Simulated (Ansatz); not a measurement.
The same path of ClH + FGeH3 (7 atoms, charge 0, multiplicity 1) was run twice with different band settings. Lost on the way: Ge1–F2, Cl6–H7. Made: Ge1–Cl6, F2–H7.

These are results of RKS PBE-D4/def2-SVP in Ansatz 0.2.0, not measurements.

Relaxed end points:

```xyz
7
Properties=species:S:1:pos:R:3
Ge 0.222 0.000 -0.162
F 0.042 0.000 1.620
H 1.753 0.000 -0.381
H -0.454 1.295 -0.662
H -0.454 -1.295 -0.662
Cl -2.983 0.000 1.543
H -1.715 0.000 1.896
```

```xyz
7
Properties=species:S:1:pos:R:3
Ge -0.407 0.000 -0.526
F 0.051 -0.002 2.842
H 0.786 0.000 0.446
H -0.505 1.279 -1.386
H -0.504 -1.279 -1.387
Cl -2.208 -0.001 0.760
H -0.803 0.002 2.441
```

Common settings: movable images 5; climbing image yes; spring 5.0 eV/Å²; optimiser quadratic models (default); force threshold 0.05 eV/Å; iteration limit 60; end points relaxed.

| run | start path |
| --- | --- |
| 1 | through a guess of the saddle point |
| 2 | straight line |

(1) What does each run give, and how far can it be trusted?

Answers

(1) Run 1: converged after 8 iterations, highest image 0.777 eV above the first end. A vibrational analysis at the climbing image gives 2 clearly imaginary modes (268i, 72i cm⁻¹): a point of higher order, so a lower path passes nearby.
Run 2: converged after 9 iterations, highest image 0.777 eV above the first end. Another band between the same ends (5 images) ends at a top of the same energy, where a vibrational analysis finds 2 clearly imaginary modes.
The orbitals stay closed-shell, which can raise the energy where a bond breaks towards radicals; this wasn't checked here.
